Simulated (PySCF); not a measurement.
Computed shifts of a molecule C2H5FO2Si, PySCF with PBE/pcSseg-1, GIAO, gas phase, atoms alike by connectivity averaged where their shifts nearly agree, in ppm (number of nuclei): ¹³C: 184.0 (1), -0.4 (1). ²⁹Si: -5.6 (1). ¹⁹F: -219.9 (1). ¹H: 6.68 (1), 5.50 (1), 0.84 (3). References: ¹³C against TMS (σ = 182.0 ppm); ²⁹Si against TMS (σ = 335.4 ppm); ¹⁹F against CFCl3 (σ = 133.6 ppm); ¹⁷O against H2O (σ = 334.3 ppm); ¹H against TMS (σ = 31.49 ppm), references at their B3LYP-D3(BJ)/def2-TZVP geometries, non-relativistic. The structure is a stationary point at B3LYP-D3(BJ)/def2-SVP. The values are those of a single conformer.

Task: Identify the compound among the candidates.
A) C[Si@H](F)C(=O)O
B) CC(=O)O[SiH2]F
C) CO[Si@@H](F)C=O
D) CC(=O)[Si@H](O)F

Result: A, C[Si@H](F)C(=O)O
